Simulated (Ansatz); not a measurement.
Reaction (ligand exchange at the Si–S bond): `[SiH3]SS[SiH3]` + `[CH3][Al]([OH])[OH]` → `[CH3][Al]([OH])[O][SiH3]` + `[SiH3]SS`

Isolated molecules relaxed with PBE0-D4/def2-TZVP in Ansatz; ΔE leaves out vibrations. CCSD(T)/CBS is the MP2 limit (def2-TZVPP, def2-QZVPP) plus CCSD(T) − MP2 in def2-TZVPP, frozen cores. DFT in def2-TZVPP. Each species was taken in one conformer, which may not be the lowest.

CCSD(T)/CBS gives -49.4 kJ/mol.

(1) Another level gave -39.0 kJ/mol. Which?
A. HF/def2-TZVPP
B. PBE0/def2-TZVPP
C. PBE/def2-TZVPP
D. CCSD/def2-TZVPP

Largest T1 diagnostic among the species: 0.012.

Results:

(1) C. PBE -39.0, PBE0 -45.4, CCSD/def2-TZVPP -59.5, HF/def2-TZVPP -81.1 kJ/mol.

The D4 term adds +7.5 kJ/mol with B3LYP and +3.9 kJ/mol with PBE0; it sums over pairs of atoms, weighted by their polarisabilities, and B3LYP, whose exchange is more repulsive, gets the larger term. In def2-TZVPP, CCSD(T) changes the Hartree–Fock value by +27.0 kJ/mol (the triples alone add +5.3 kJ/mol) and MP2 by +31.6 kJ/mol. From PBE to PBE0 (25 % exact exchange), in def2-TZVPP and without D4, ΔE moves by −6.3 kJ/mol.

B3LYP here is the variant with VWN-RPA as its local correlation; programs differ in this.
